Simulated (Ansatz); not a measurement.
Basis sets compared for GeFH3 (GeH3F). The state is a singlet with charge 0. Geometry PBE-D4/def2-TZVP. Ansatz on 4 threads of Intel Xeon on a shared host; times are rough, and most runs start from earlier orbitals.

```xyz
5

Ge    0.092   -0.025    0.005
F    -1.609    0.441   -0.082
H     0.157   -1.239    0.958
H     0.846    1.204    0.558
H     0.514   -0.381   -1.438
```

The 6-31G sets use Cartesian d functions.

Binding counts from free atoms (Ge triplet, F doublet, H doublet) in the same basis, without a counterpoise term.

| level | functions | energy (Eh) | HOMO (eV) | LUMO (eV) | binding per atom (eV) | wall time |
| --- | --- | --- | --- | --- | --- | --- |
| HF/STO-3G | 26 | -2151.5331 | -10.27 | 11.75 | 2.78 | 0.41 s |
| HF/6-31G | 44 | -2176.1956 | -13.27 | 2.70 | 1.91 | 0.71 s |
| PBE-D4/def2-SVP | 61 | -2177.9051 | -7.88 | -0.87 | 2.88 | 1.2 s |
| PBE-D4/def2-TZVP | 97 | -2178.2986 | -8.14 | -1.13 | 2.88 | 1.3 s |
| r2SCAN-D4/def2-TZVP | 97 | -2178.6634 | -8.55 | -0.75 | 2.90 | 2.1 s |
| PBE0-D4/def2-SVP | 61 | -2177.9639 | -9.55 | 0.02 | 2.82 | 1.7 s |
| PBE0-D4/def2-TZVP | 97 | -2178.3550 | -9.70 | -0.22 | 2.83 | 2.2 s |

(1) Estimate the rows for PBE-D4/def2-TZVPD, r2SCAN-D4/def2-TZVPD, PBE0-D4/def2-TZVPD.

## Answers

(1) 
```tsv
level	functions	energy (Eh)	HOMO (eV)	LUMO (eV)	binding per atom (eV)	wall time
PBE-D4/def2-TZVPD	121	-2178.3007	-8.19	-1.34	2.88	2 s
r2SCAN-D4/def2-TZVPD	121	-2178.6652	-8.58	-0.89	2.90	2.7 s
PBE0-D4/def2-TZVPD	121	-2178.3568	-9.72	-0.49	2.84	1.7 s
```
